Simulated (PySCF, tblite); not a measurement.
Isomers of C6H8N4, one GFN2-xTB conformer each. Single-point energies are computed at PBE0/pcSseg-1 (PySCF, gas phase, no added dispersion term), electronic only.

**Question.** Rank them by PBE0/pcSseg-1 energy, lowest first (kJ/mol).
A. `[CH3:1][CH2:2][CH2:3][n:4]1[cH:5][c:6]([C:7]#[N:8])[n:9][n:10]1` with C1–C2–C3–N4 68°, C2–C3–N4–C5 84°
B. `[CH3:1][CH2:2][n:3]1[n:4][n:5][c:6]([C:7]#[N:8])[c:9]1[CH3:10]` with C1–C2–N3–N4 -91°
C. `[CH3:1][CH2:2][n:3]1[n:4][n:5][c:6]([CH3:7])[c:8]1[C:9]#[N:10]` with C1–C2–N3–N4 -107°
D. `[CH3:1][CH:2]([CH3:3])[n:4]1[n:5][n:6][cH:7][c:8]1[C:9]#[N:10]` with C1–C2–N4–N5 -61°

**Answer.** B (0.0), C (2.2), D (18.3), A (24.9).

Neighbours under 10 kJ/mol apart (CCn1nnc(C#N)c1C and CCn1nnc(C)c1C#N; CC(C)n1nncc1C#N and CCCn1cc(C#N)nn1) can change places with a better method, another conformer or zero-point energy. GFN2-xTB itself gives, in the same order: 3.6, 0.0, 13.2, 27.3. GFN2-xTB puts CCn1nnc(C)c1C#N lowest instead; measured from each level's own lowest isomer, the values differ by up to 5.1 kJ/mol (CC(C)n1nncc1C#N: 13.2 against 18.3).

**Question.** Which frontier levels, dipoles and rotational constants go with these structures?

**Answer.** 
```csv
SMILES,"HOMO (eV, PBE0/pcSseg-1)",LUMO (eV),dipole (D),"A, B, C (MHz)"
CCn1nnc(C#N)c1C,-7.76,-0.79,7.69,"2920, 919.5, 753.0"
CCn1nnc(C)c1C#N,-7.81,-1.55,1.44,"1863, 1311, 826.1"
CC(C)n1nncc1C#N,-8.16,-1.59,2.31,"1742, 1308, 889.9"
CCCn1cc(C#N)nn1,-8.08,-1.07,7.32,"3720, 705.7, 680.2"
```

**Question.** What happens when harmonic zero-point energies from GFN2-xTB frequencies are added?

**Answer.** 
```tsv
SMILES	ZPE (kJ/mol)	electronic (kJ/mol)	with ZPE (kJ/mol)
CCn1nnc(C#N)c1C	364.8	0.0	0.0
CCn1nnc(C)c1C#N	364.1	2.2	1.5
CC(C)n1nncc1C#N	365.8	18.3	19.2
CCCn1cc(C#N)nn1	367.0	24.9	27.1
```

The zero-point energies span 2.9 kJ/mol. The order is unchanged.
